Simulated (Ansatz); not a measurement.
NbF₅⁺. The state is a doublet with charge 1. Geometry r2SCAN-D4/def2-SVP.

```
atom    x (Å)    y (Å)    z (Å)
 Nb1  -0.1928   0.0949   0.0742
  F2  -1.6762  -0.5983  -0.6762
  F3   1.8016  -0.0670   0.2153
  F4   0.8224  -1.0509  -1.1691
  F5  -0.4572  -0.2309   1.8185
  F6  -0.2978   1.8523  -0.2626
```

In the def2 sets Nb takes a core potential; there is no spin–orbit coupling. In the charge 1 doublet, F3 and F4 lie 1.96 Å apart (atoms count from 1), so these atoms are partly bonded to each other.

(1) Estimate the α-spin orbital energies around the gap (eV) in Ansatz with PBE-D4/def2-TZVP, PBE0-D4/def2-TZVP.

## Answers

(1) 
```csv
orbital,PBE-D4/def2-TZVP,PBE0-D4/def2-TZVP
HOMO−5,-17.80,-19.98
HOMO−4,-17.69,-19.89
HOMO−3,-17.58,-19.85
HOMO−2,-17.47,-19.71
HOMO−1,-17.37,-19.52
HOMO,-17.22,-19.43
LUMO,-10.99,-10.33
LUMO+1,-10.69,-10.01
LUMO+2,-10.03,-9.34
LUMO+3,-9.09,-8.39
LUMO+4,-7.93,-7.19
LUMO+5,-6.41,-5.67
β HOMO,-16.99,-19.22
β LUMO,-15.29,-13.92
```
